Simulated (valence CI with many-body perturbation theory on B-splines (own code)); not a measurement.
La⁶⁺: key properties

Level of theory: relativistic CI+MBPT: five valence electrons over a frozen Dirac-Fock core [Kr] 4d10, a basis of 7 s, 7 p, 7 d, 7 f, 4 g, 2 h functions for each j, with the one-electron correlation potential Σ1 (screened to all orders), the two-electron term Σ2, the three-electron term Σ3, Breit, model QED; selected single and double excitations, second order for the rest, scaled by the run's own slope (own B-spline code, finite nucleus).

With an open or low-lying f shell, different configurations can be misplaced against each other by up to about 5,000 cm⁻¹. No measured levels were compared; by estimate levels hold to about 250 cm⁻¹ or 0.2 % of their energy and the worst to 1 %, as in measured heavy ions of charge 2 to 7; those with d or f electrons hold less well. Core correlation moves these levels by up to 19000 cm⁻¹, and in measured spectra 5 to 20 % of such shifts remained as error; rates that hang on mixing are uncertain with them. Among the levels kept, up to 680 cm⁻¹ of a level comes from second order outside the variational space, and about a tenth of that is noise between levels of different J, which matters for small intervals.

Levels are named by their leading jj configuration (3d3/2^4 stands for four electrons in 3d with j = 3/2), which in mixed levels can hold well under half, so a name can repeat and another be missing.

Rates and lifetimes use the calculated energies. Strong lines usually hold to 10 to 20 %, long lifetimes can be off by a factor of two.

**Question.** What is the ground level?

**Answer.** (5s^2 5p1/2^2 5p3/2) J=3/2, composition 65 % 5s²5p³ ⁴S° + 22 % 5s²5p³ ²P° + 10 % 5s²5p³ ²D°, g = 1.721.

**Question.** Name the longest-lived excited levels whose lifetime is computed, and their main decay.

**Answer.** (5s^2 5p1/2 5p3/2^2) J=5/2 at 27064 cm⁻¹ lives 37.5 ms, mostly by M1 to (5s^2 5p1/2^2 5p3/2) J=3/2; (4f7/2 5s^2 5p1/2 5p3/2) J=9/2 at 131560 cm⁻¹ lives 9.20 ms, mostly by M1 to (4f7/2 5s^2 5p1/2^2) J=7/2; (5s^2 5p1/2 5p3/2^2) J=3/2 at 19910 cm⁻¹ lives 7.27 ms, mostly by M1 to (5s^2 5p1/2^2 5p3/2) J=3/2. The lifetime of (4f7/2 5s^2 5p1/2 5p3/2) J=9/2 is too uncertain to give, and may be longer. The lifetime of (4f7/2 5s^2 5p1/2 5p3/2) J=11/2 is too uncertain to give, and may be longer.

**Question.** Where does the other parity begin?

**Answer.** At (5s 5p1/2^2 5p3/2^2) J=5/2, 143030 cm⁻¹.

**Question.** What are the static dipole polarisabilities of the lowest levels?

**Answer.** (5s^2 5p1/2^2 5p3/2) J=3/2 4.17 (tensor 0.048); (5s^2 5p1/2 5p3/2^2) J=3/2 4.25 (tensor 0.12); (5s^2 5p1/2 5p3/2^2) J=5/2 4.26 (tensor 0.022); (5s^2 5p1/2 5p3/2^2) J=1/2 4.29 bohr³, of which the core gives 0.491.

**Question.** Among levels below 226090 cm⁻¹, which E1 lines absorb most strongly from the ground level?

**Answer.** to (5s^2 5p1/2^2 5d5/2) J=5/2 at 48.51 nm, f = 0.101; to (5s 5p1/2 5p3/2^3) J=3/2 at 63.76 nm, f = 0.0661; to (5s^2 5p1/2 5p3/2 5d3/2) J=3/2 at 45.02 nm, f = 0.0597.

**Question.** How well does LS coupling describe the low levels?

**Answer.** Among the lowest 20 levels the leading LS term, summed over configurations, holds 63 % on average. For single configurations the figures are 61 % in LS and 80 % in jj coupling. Terms mix most in the J = 7/2 level at 116600 cm⁻¹, where the leading one holds 28 %.

**Question.** What is the ionisation energy?

**Answer.** 89.271 eV; NIST lists 88 ± 2 eV (theoretical).
